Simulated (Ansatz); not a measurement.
CH5FOSi2, SMILES `F[Si@@H]1O[C@H]1[SiH3]`. The species carries charge 0 and has multiplicity 1.

Z-matrix (Å, degrees):
```
Si
O 1 1.633
C 1 1.795 2 52.8
F 1 1.583 2 117.9 3 -110.0
H 1 1.469 2 119.4 3 116.1
Si 3 1.867 1 125.3 2 97.7
H 3 1.091 1 116.4 2 -98.6
H 6 1.486 3 111.2 1 -130.4
H 6 1.487 3 108.4 1 109.3
H 6 1.486 3 109.2 1 -10.0
```

Q: List the harmonic frequencies (cm⁻¹, unscaled) at PBE0-D4/def2-TZVP in Ansatz. (Estimate.)

A: Ansatz gave: 127, 134, 155, 250, 324, 545, 567, 654, 726, 743, 840, 845, 899, 926, 934, 952, 991, 1100, 1222, 2224, 2231, 2233, 2314, 3109.

Q: Is this a minimum?

A: Yes, all 24 modes are real.

Q: Give the ideal-gas thermochemistry at 298.15 K and 1 bar (rigid rotor, harmonic oscillator; point group C1, symmetry number 1).

A: Zero-point energy 149.8 kJ/mol; H(298) − E = 170.2 kJ/mol; entropy 341.2 J/(mol·K), of which translation 167.3, rotation 113.2, vibration 60.8; G(298) − E = 68.4 kJ/mol.
